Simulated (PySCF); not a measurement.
This script is equivalent to a calculation on Ca (calcium, neutral).

```python
from pyscf import gto, scf, dft, mp, cc
import basis_set_exchange as bse
mol = gto.M(atom="Ca 0 0 0", charge=0, spin=0, symmetry="D2h",
            basis=gto.basis.parse(bse.get_basis("aug-cc-pVDZ-X2C", elements=["Ca"], fmt="nwchem", header=False)),
            nucmod="G")
mf = scf.UHF(mol).sfx2c1e()
mf.irrep_nelec = {'Ag': (4, 4), 'B1u': (2, 2), 'B2u': (2, 2), 'B3u': (2, 2)}
mf.kernel()
```

(1) What total energy does it give?

(2) Which occupied shell lies highest, and where?

## Answers

(1) -679.62922 hartree (calculated).

(2) 4s, at -5.341 eV.
